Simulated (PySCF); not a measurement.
Vertical excitations of a molecule C2H9NOSi2 from TDA-PBE/def2-SVPD (PySCF 2.14.0), as energy in eV (oscillator strength): 3.67 (0.001), 4.90 (0.002), 5.16 (0.001), 5.31 (0.014), 5.57 (0.021), 5.78 (0.028). Lowest triplet (TDA): 3.16 eV. The structure is a stationary point at r2SCAN-D4/def2-SVP. Other conformers were not sampled.

**Question.** Which structure fits?
(A) C/N=C(\[SiH3])[SiH2]O
(B) CN1C[SiH2][Si@@H]1O
(C) [SiH3]/N=C\CO[SiH3]
(D) N[SiH2]O/C=C/[SiH3]

**Answer.** C, [SiH3]/N=C\CO[SiH3]
